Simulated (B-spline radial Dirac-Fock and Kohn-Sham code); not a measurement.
## EELS cross sections of the Dy O2 (5p1/2) edge

System: the free dysprosium atom, configuration 1s2 2s2 2p6 3s2 3p6 3d10 4s2 4p6 4d10 4f10 5s2 5p6 6s2. These are calculated numbers from an atomic code on a B-spline grid; the model is the first Born approximation with generalised oscillator strengths from a Dirac-Hartree-Slater potential (longitudinal and transverse terms; continuum final states only, so no white lines or fine structure). The edge is taken at 32.42 eV (orbital energy of the model).

Partial cross sections σ(β, Δ) in barn, integrated over a window Δ above the edge and up to the collection semi-angle β, for parallel illumination:

| E₀ (kV) | β (mrad) | Δ = 25 eV | Δ = 50 eV | Δ = 100 eV | Δ = 200 eV | Δ = 300 eV |
| --- | --- | --- | --- | --- | --- | --- |
| 60 | 20 | 202000 | 230000 | 240000 | 242000 | 243000 |
| 60 | 50 | 214000 | 253000 | 277000 | 287000 | 289000 |
| 80 | 5 | 114000 | 123000 | 126000 | 127000 | 127000 |
| 80 | 20 | 168000 | 193000 | 203000 | 205000 | 206000 |
| 80 | 50 | 174000 | 205000 | 225000 | 234000 | 236000 |
| 80 | 100 | 174000 | 205000 | 225000 | 236000 | 239000 |
| 100 | 10 | 128000 | 142000 | 146000 | 147000 | 148000 |
| 100 | 20 | ? | ? | ? | ? | ? |
| 100 | 50 | 149000 | 176000 | 193000 | 201000 | 203000 |
| 100 | 100 | 149000 | 176000 | 193000 | 201000 | 204000 |
| 120 | 5 | 95100 | 104000 | 106000 | 107000 | 107000 |
| 200 | 20 | 98100 | 115000 | 124000 | 127000 | 127000 |
| 300 | 50 | 81800 | 95900 | 105000 | 109000 | 111000 |
| 300 | 100 | 81800 | 95900 | 105000 | 109000 | 111000 |

Problem. Give the row for 100 kV and 20 mrad.

Solution. 146000 b for 25 eV, 169000 b for 50 eV, 179000 b for 100 eV, 181000 b for 200 eV, 181000 b for 300 eV.
